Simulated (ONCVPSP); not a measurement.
## Configuration tests for scandium (Sc) (ONCV)

* Element: Sc (Z = 21)
* Generator: ONCVPSP 4.0.1
* Type: optimised norm-conserving Vanderbilt (ONCV)
* Functional: LDA (Perdew-Zunger)
* Relativity: scalar-relativistic
* Frozen core: [Ar]
* Valence charge: 3
* Reference configuration: 3d1 4s1 4p1
* Partial waves: 4s: rc 3.05 bohr, ncon 4, nbas 7, qcut 2.2 1/bohr, 2 projectors, debl 2.3 Ha; 4p: rc 4.00 bohr, ncon 5, nbas 9, qcut 1.7 1/bohr, 1 projector; 3d: rc 2.80 bohr, ncon 4, nbas 9, qcut 6.5 1/bohr, local
* Local potential: the d channel
* Core correction: Teter function, fcfact 5, rcfact 1.4

Energies are relative to the spin-unpolarised reference configuration 3d1 4s1 4p1; without spin polarisation the order of configurations can differ from experiment.

| valence configuration | charge | ΔE all-electron (eV) | error AE − PS (meV) |
| --- | --- | --- | --- |
| 3d1 4s2 4p0 | 0 | -2.842 | -2.9 |
| 3d1 4s1 4p0 | +1 | 4.226 | -7.1 |
| 3d2 4s0 4p0 | +1 | 4.878 | +19 |

Q: What are ΔE and the potential's error for 3d1 4s0 4p0?

A: ΔE = 17.187 eV all-electron; the error (AE − PS) is -116 meV.

Levels in the configuration 3d2 4s0 4p0:

| level | all-electron (eV) | pseudo (eV) |
| --- | --- | --- |
| 3d | -7.178 | -7.189 |

Note: no bound ghost flagged; GHOST(+) flagged for p at 2.57 eV, s at 29.3 eV.
